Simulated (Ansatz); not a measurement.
Consider the silylene formation by 1,1-elimination: `[BH2][AlH][O][SiH2]C` → `[BH2][AlH][OH]` + `C[SiH]`.

Gas-phase electronic energies from Ansatz, PBE0-D4/def2-TZVP geometries. CCSD(T)/CBS adds triple-zeta CCSD(T) − MP2 to the extrapolated MP2 energy (def2 sets, frozen cores). This one scheme is used for every species. Functionals use def2-TZVPP. B3LYP here is the variant with VWN-RPA as its local correlation; programs differ in this. Each species was taken in one conformer, which may not be the lowest.

`[BH2][AlH][O][SiH2]C`:

```xyz
13

B     1.824    0.609   -2.784
Al    0.397    1.348   -1.399
O     0.124    0.469    0.016
Si    0.050   -0.534    1.294
C    -1.716   -0.845    1.794
H     2.984    0.915   -2.747
H     1.538   -0.144   -3.673
H    -0.454    2.678   -1.586
H     0.706   -1.830    0.952
H     0.798    0.072    2.431
H    -1.755   -1.513    2.659
H    -2.278   -1.312    0.981
H    -2.216    0.088    2.063
```

`[BH2][AlH][OH]`:

Cartesian coordinates in Å:
```
B -0.109 -1.525 0.113
Al 0.333 0.518 -0.250
O -0.710 1.658 0.466
H -0.822 -2.171 -0.603
H 0.351 -2.133 1.039
H 1.553 1.050 -1.131
H -0.597 2.602 0.365
```

`C[SiH]`:

```xyz
6

C     0.473   -0.204    0.122
Si   -1.397   -0.435   -0.055
H     0.896    0.127   -0.835
H     0.998   -1.101    0.452
H     0.676    0.610    0.830
H    -1.646    1.004   -0.513
```

```csv
level,ΔE (eV)
PBE-D4,3.47
ωB97M-V,3.56
PBE0,3.56
B3LYP,3.45
SCS-MP2/def2-TZVPP,3.69
SCS-MP2/def2-QZVPP,3.73
MP2/CBS(def2),3.81
CCSD/CBS(def2),3.61
```

(1) What does CCSD(T)/CBS give? (An estimate is asked.)

Largest T1 diagnostic among the species: 0.012.

## Answers

(1) Computed: +3.61 eV. The listed levels differ from it by -0.14, -0.05, -0.05, -0.16, 0.08, 0.12, 0.20, 0.00 eV.

From PBE to PBE0 (25 % exact exchange), in def2-TZVPP and without D4, ΔE moves by +0.18 eV. The D4 term adds +0.13 eV with B3LYP and +0.07 eV with PBE0; it sums over pairs of atoms, weighted by their polarisabilities, and B3LYP, whose exchange is more repulsive, gets the larger term.
